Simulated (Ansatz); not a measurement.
The same path of Cl2F4Mo + H2 (9 atoms, charge 0, multiplicity 1) was run twice with different band settings. Lost on the way: Mo1–Cl2, H8–H9. Made: Cl2–H9, Cl4–H8.

The calculation used RKS BHLYP/def2-SVP in Ansatz 0.2.0.

Relaxed end points:

```xyz
9
Properties=species:S:1:pos:R:3
Mo -0.420 -0.152 -0.132
Cl -0.610 -0.143 2.113
F 1.370 0.125 -0.021
Cl -0.798 2.062 -0.324
F -2.187 -0.509 -0.320
F -0.102 -1.945 -0.092
F -0.245 -0.273 -1.941
H 2.658 1.666 1.625
H 2.686 2.160 2.194
```

```xyz
9
Properties=species:S:1:pos:R:3
Mo -0.359 -0.425 -0.544
Cl 1.863 1.685 2.564
F 0.912 -0.576 0.863
Cl -0.365 2.197 -0.027
F -2.007 -0.415 0.191
F -0.364 -2.257 -0.905
F 0.555 0.032 -2.033
H 0.473 2.221 0.983
H 1.644 0.529 2.010
```

Common settings: movable images 7; climbing image yes; spring 5.0 eV/Å²; optimiser quadratic models (default); start path through a guess of the saddle point; iteration limit 60; end points relaxed.

| run | force threshold |
| --- | --- |
| 1 | 0.05 eV/Å |
| 2 | 0.2 eV/Å |

Q: What does each run give, and how far can it be trusted?

A: Run 1: converged after 39 iterations, highest image 1.224 eV above the first end. The profile has 2 maxima (images 3, 6) with wells between them (image 5): this band takes more than one step, which may be the mechanism or a detour left from its start path. Neighbouring images differ by up to 1.9 eV, so the band resolves the path poorly. A vibrational analysis at the climbing image gives 2 clearly imaginary modes (410i, 240i cm⁻¹): a point of higher order. A lower path may pass nearby, or the ends, which weren't checked, may share the extra mode.
Run 2: converged after 22 iterations, highest image 1.140 eV above the first end. The threshold of 0.2 eV/Å is loose, so the images may lie well off the minimum-energy path. Neighbouring images differ by up to 1.6 eV, so the band resolves the path poorly. The order of the point at the top wasn't checked.
The orbitals stay closed-shell, which can raise the energy where a bond breaks towards radicals; this wasn't checked here.
